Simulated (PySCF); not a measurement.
C3H9Ge, SMILES [CH3][Ge]([CH3])[CH3], multiplicity 2.

Geometry: B3LYP-D3(BJ)/def2-SVP.

Method: TDA-LC-ωPBE/def2-SVPD (PySCF 2.14.0).

Vertical excitations; the highest root listed may be one member of a degenerate set. Gas-phase values at a fixed geometry.

Computed UV-visible absorptions:
| state | energy (eV) | λ (nm) | f | main pairs |
|---|---|---|---|---|
| root 1 | 5.02 | 247 | 0.020 | β HOMO−1→LUMO (degenerate set) |
| root 2 | 5.02 | 247 | 0.020 | β HOMO→LUMO (degenerate set) |
| root 3 | 5.70 | 218 | 0.058 | α HOMO→LUMO 82 %, α HOMO→LUMO+3 14 % |
| root 4 | 5.81 | 213 | 0.094 | α HOMO→LUMO+1, α HOMO→LUMO+6 (degenerate set) |
| root 5 | 5.81 | 213 | 0.094 | α HOMO→LUMO+2, α HOMO→LUMO+5 (degenerate set) |
| root 6 | 6.61 | 188 | 0.082 | α HOMO→LUMO+3 72 %, α HOMO→LUMO 13 % |
| root 7 | 7.71 | 161 | 0.038 | α HOMO→LUMO+4 53 %, α HOMO→LUMO+9 28 % |
| root 8 | 7.80 | 159 | 0.000 | α HOMO→LUMO+6, α HOMO→LUMO+1 (degenerate set) |
| root 9 | 7.80 | 159 | 0.000 | α HOMO→LUMO+5, α HOMO→LUMO+2 (degenerate set) |
| root 10 | 7.87 | 157 | 0.024 | α HOMO→LUMO+9 55 %, α HOMO→LUMO+4 38 % |
Unrestricted roots are not spin-pure.
